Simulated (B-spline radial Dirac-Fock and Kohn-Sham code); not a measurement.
Radiative decay of the M5 hole in Lu³⁺

System: Lu³⁺ in the configuration 1s2 2s2 2p6 3s2 3p6 3d10 4s2 4p6 4d10 4f14 5s2 5p6.

Level of theory: a relativistic independent-particle model: LDA orbitals of the hole state, radiative multipoles to third order, Auger rates from the Coulomb interaction with a continuum orbital, Dirac-Fock energies; a radial atomic solver.

| line | multipole | energy (eV) | width (meV) | share (%) |
| --- | --- | --- | --- | --- |
| Mζ1 | E1 | 1225.6 | 1.05 | 4.23 |
| M5-O3 | E1 | 1564.2 | 0.147 | 0.589 |
| Mα2 | E1 | 1583.2 | 1.16 | 4.66 |
| Mα1 | E1 | 1584.6 | 22.5 | 90.5 |

The listed lines hold 100.0 % of the radiative rate. The radiative width is 0.0249 eV in the length form and 0.0251 eV in the velocity form; the two differ because the transition energies are not eigenvalue differences of the potential that gave the orbitals.

Values without a named source are computed, but for edge energies of neutral atoms, which are taken from tables.
